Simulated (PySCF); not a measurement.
C6H7F3Si.
SMILES with atom numbers: `[F:1][C:2]([F:3])=[C:4]([F:5])/[CH:6]=[CH:7]/[C@@H:8]1[CH2:9][SiH2:10]1` (hydrogens: H11 on C6; H12 on C7; H13 on C8; H14, H15 on C9; H16, H17 on Si10)

The same species was optimised twice, with GFN2-xTB and with PBE0-D3(BJ)/def2-SVP (PySCF), and the same property calculations (PySCF, gas phase) were run on both structures.

| coordinate | GFN2-xTB | PBE0-D3(BJ)/def2-SVP | change |
| --- | --- | --- | --- |
| C8–Si10 (Å) | 1.936 | 1.894 | -0.042 |
| C7–C8 (Å) | 1.438 | 1.465 | +0.027 |
| C2–F3 (Å) | 1.330 | 1.308 | -0.022 |
| F1–C2 (Å) | 1.335 | 1.313 | -0.022 |
| C9–Si10 (Å) | 1.872 | 1.853 | -0.019 |
| C4–F5 (Å) | 1.353 | 1.337 | -0.016 |
| C8–C9 (Å) | 1.533 | 1.542 | +0.009 |
| C4–C6 (Å) | 1.435 | 1.443 | +0.008 |
| C2=C4 (Å) | 1.339 | 1.342 | +0.003 |
| C6=C7 (Å) | 1.346 | 1.346 | 0.000 |
| C7–C8–Si10 (°) | 118.3 | 120.8 | +2.5 |
| F1–C2–F3 (°) | 110.7 | 112.5 | +1.8 |
| F3–C2–C4 (°) | 126.1 | 124.6 | -1.5 |
| C8–C9–Si10 (°) | 68.5 | 67.1 | -1.4 |
| C8–Si10–C9 (°) | 47.4 | 48.6 | +1.2 |
| C6–C7–C8 (°) | 124.8 | 125.2 | +0.4 |
| C7–C8–C9 (°) | 119.6 | 119.2 | -0.4 |
| C2–C4–C6 (°) | 125.4 | 125.2 | -0.2 |
| C2–C4–C6–C7 (°) | -179 | -179 | 0 |
| C6–C7–C8–C9 (°) | -160 | -150 | +10 |

Rotational constants: A = 3032, B = 396.3, C = 374.5 MHz (GFN2-xTB) against A = 3152, B = 390.5, C = 368.7 MHz (PBE0-D3(BJ)/def2-SVP). Point groups within 0.08 Å: C1 and C1.

On the GFN2-xTB structure: HOMO (eV) -5.92 [PBE0/pcSseg-1]; LUMO (eV) -0.97 [PBE0/pcSseg-1]; dipole (D) 3.28 [PBE0/pcSseg-1]; GIAO shielding of F1 (ppm) 297.2 [PBE0/pcSseg-1]; GIAO shielding of C2 (ppm) 19.5 [PBE0/pcSseg-1]; GIAO shielding of F3 (ppm) 281.0 [PBE0/pcSseg-1]; GIAO shielding of C4 (ppm) 47.3 [PBE0/pcSseg-1]; GIAO shielding of F5 (ppm) 370.8 [PBE0/pcSseg-1]; GIAO shielding of C6 (ppm) 72.2 [PBE0/pcSseg-1]; GIAO shielding of C7 (ppm) 43.2 [PBE0/pcSseg-1]; GIAO shielding of C8 (ppm) 166.7 [PBE0/pcSseg-1].

Task: What do these properties become on the PBE0-D3(BJ)/def2-SVP structure?

Result: 
```
                                    property          level  on GFN2-xTB  on PBE0-D3(BJ)/def2-SVP  change
                                   HOMO (eV)  PBE0/pcSseg-1        -5.92                    -6.01   -0.09
                                   LUMO (eV)  PBE0/pcSseg-1        -0.97                    -0.86   +0.11
                                  dipole (D)  PBE0/pcSseg-1         3.28                     2.68   -0.60
energy, GFN2-xTB geometry as zero (kcal/mol)  PBE0/pcSseg-1          0.0                     -1.9    -1.9
                  GIAO shielding of F1 (ppm)  PBE0/pcSseg-1        297.2                    303.0    +5.8
                  GIAO shielding of C2 (ppm)  PBE0/pcSseg-1         19.5                     23.8    +4.3
                  GIAO shielding of F3 (ppm)  PBE0/pcSseg-1        281.0                    286.9    +5.9
                  GIAO shielding of C4 (ppm)  PBE0/pcSseg-1         47.3                     49.6    +2.3
                  GIAO shielding of F5 (ppm)  PBE0/pcSseg-1        370.8                    374.8    +4.0
                  GIAO shielding of C6 (ppm)  PBE0/pcSseg-1         72.2                     68.9    -3.3
                  GIAO shielding of C7 (ppm)  PBE0/pcSseg-1         43.2                     43.5    +0.3
                  GIAO shielding of C8 (ppm)  PBE0/pcSseg-1        166.7                    168.0    +1.3
```

The heavy atoms differ by 0.075 Å rms after alignment. Among bonds between heavy atoms C8–Si10 changes most (-0.042 Å). Changes are differences of the printed values. Neither structure is proved a minimum here.

The values belong to the conformer `[F:1][C:2]([F:3])=[C:4]([F:5])/[CH:6]=[CH:7]/[C@@H:8]1[CH2:9][SiH2:10]1`: C2–C4–C6–C7 -179°, C6–C7–C8–C9 -150°.
